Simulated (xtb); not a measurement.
xtb input (GFN2-xTB):

```bash
xtb mol.xyz --gfn 2 --ohess tight --chrg -1 --uhf 0
```
mol.xyz:
```
10

C     -1.52646950    -0.73104550    -0.30337654
C     -0.67067586     0.47781100     0.00302461
Si     1.24121056     0.22875866     0.22247423
H     -1.18372945    -1.19183385    -1.22808612
H     -1.38501582    -1.49580116     0.43302581
H     -2.57711968    -0.51966371    -0.40932942
H     -0.84294618     1.30963257    -0.73917519
H     -1.02839365     0.99219381     0.92781377
H      1.41554940    -0.60176458    -1.06993206
H      1.20131385    -0.94371645     1.10051755
```

End of the output:

```
   ------------------------------------------------------------------------
    298.15    0.609180E-02    0.843090E-01    0.332473E-01    0.510618E-01
   ------------------------------------------------------------------------

         :::::::::::::::::::::::::::::::::::::::::::::::::::::
         ::                  THERMODYNAMIC                  ::
         :::::::::::::::::::::::::::::::::::::::::::::::::::::
         :: total free energy          -9.626434834909 Eh   ::
         ::.................................................::
         :: total energy               -9.677496596188 Eh   ::
         :: zero point energy           0.078217219116 Eh   ::
         :: G(RRHO) w/o ZPVE           -0.027155457838 Eh   ::
         :: G(RRHO) contrib.            0.051061761278 Eh   ::
         :::::::::::::::::::::::::::::::::::::::::::::::::::::

optimized geometry written to: xtbopt.xyz

           -------------------------------------------------
          | TOTAL ENERGY               -9.677496596188 Eh   |
          | TOTAL ENTHALPY             -9.593187578481 Eh   |
          | TOTAL FREE ENERGY          -9.626434834909 Eh   |
          | GRADIENT NORM               0.000175085711 Eh/α |
          | HOMO-LUMO GAP               4.069670757877 eV   |
           -------------------------------------------------

------------------------------------------------------------------------
------------------------------------------------------------------------
 total:
 SCF:
 ANC optimizer:
 analytical hessian:
```

It need not be the lowest isomer of its formula. Whether it binds its extra electron was not tested at this geometry.
